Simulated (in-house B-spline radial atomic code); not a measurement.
**RPA and G0W0 on PBE: Te VI (Te5+)**

Configuration [Kr] 4d10 5s1, highest spin, mean-field start PBE. Computed with a B-spline radial code for spherical atoms: all electrons, non-relativistic, point nucleus, each spin shell either full or empty, empty states to l = 9 with an (l + 1/2)⁻⁴ tail; G0W0 by contour deformation at full frequency.

Without relativity these are model numbers: it shifts the levels of so heavy an element strongly and can reorder them.

Command:
```bash
python run_gw.py task.json out
```
Settings (radii: box in bohr, nucleus in fm):
```
Z                        52
electrons                47
configuration            [Kr] 4d10 5s1
hamiltonian              nr
method                   pbe,pbe
lmax                     9
spin_polarised           True
box_radius               10.43
intervals                52
ion_configuration        [Kr] 4d10
```

Time taken, with all properties: 7.6 s on 1 thread of Arm Neoverse N1, with other jobs on the host.

Energies (hartree):

```csv
term,value
mean-field total,-6608.34930
Hartree-Fock functional on these orbitals,-6606.50367
direct second order,-4.1741
second-order exchange,1.1512
SOSEX correction,1.0747
```

Q: What is the RPA correlation energy, and what remains with SOSEX?

A: RPA gives -3.6917 hartree (-2.14 eV per electron); RPA + SOSEX gives -2.617, and the second-order doubles -3.0229 hartree (no singles). SOSEX takes back 29 % of the RPA value.

Quasi-particle levels (eV):

```csv
level,occupied,mean field,Σx - vxc,Σc,QP weight,G0W0
5s up,yes,-63.37,-3.49,?,?,?
4d down,yes,-100.05,-11.46,0.68,0.944,-110.83
4d up,yes,-100.38,-11.44,0.69,0.939,-111.13
5s down,no,-62.02,8.29,-3.05,0.945,-56.77
```

G0W0 = mean field + (Σx - vxc) + Σc, with Σc (partial-wave tail included) taken at the quasi-particle energy. Only the outer levels were computed. Levels of low weight are left out.

Q: Where does G0W0 put 5s up?

A: At -69.06 eV, with Σc = -2.20 eV and a quasi-particle weight of 0.967. The tabulated removal energy is 69.1 ± 2 eV (NIST, tabulated theory); the calculation leaves out relativity, Breit and QED terms, and what these don't explain is the method's own error.

Q: What does it cost to remove one electron (to [Kr] 4d10) by differences of total energies, each species on its own start (correlation terms add to the Hartree-Fock functional)?

A: PBE 68.97 eV, Hartree-Fock functional 66.63 eV, + RPA 68.86 eV, + RPA + SOSEX 68.08 eV, + second order 69.08 eV. Tabulated: 69.1 ± 2 eV (NIST, tabulated theory); the calculation leaves out relativity, Breit and QED terms, and what these don't explain is the method's own error.
